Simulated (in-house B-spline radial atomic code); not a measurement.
## Solving the quasi-particle equation for 4f up of the gadolinium ion Gd³⁺

Configuration [Xe] 4f7, highest spin, start Hartree-Fock; correlation leaves out the 5 deepest shells. Computed with an all-electron radial atomic-structure program (B-spline basis): all electrons, scalar-relativistic (spin-free one-electron X2C), finite nucleus, each spin shell either full or empty, empty states to l = 9 with an (l + 1/2)⁻⁴ tail; G0W0 by contour deformation at full frequency.

At the mean-field level ε = -47.726 eV the matrix elements are Σx = -67.083 eV, v_xc = -67.083 eV and Σc(ε) = 2.264 eV, and the slope of the correlation self-energy is dΣc/dω = -0.0593. The quasi-particle energy solves E = ε + Σx − v_xc + Σc(E).

Problem. What does the linearised equation give?

Solution. Z = 1/(1 − dΣc/dω) = 1/1.0593 = 0.9440. The first-order shift is Σx − v_xc + Σc(ε) = -67.083 − (-67.083) + (2.264) = 2.264 eV, so E ≈ ε + Z × shift = -47.726 + 0.9440 × (2.264) = -45.589 eV.

Problem. How does that compare with the full solution and with static screening?

Solution. Solving the equation at full frequency dependence gives E = -45.586 eV, where Σc = 2.140 eV and the weight is 0.946; the linearised value is off by 3 meV. Leaving Z out would give -45.462 eV. Static COHSEX puts -2.109 eV in place of Σc and gives -49.835 eV, 4.25 eV deeper.
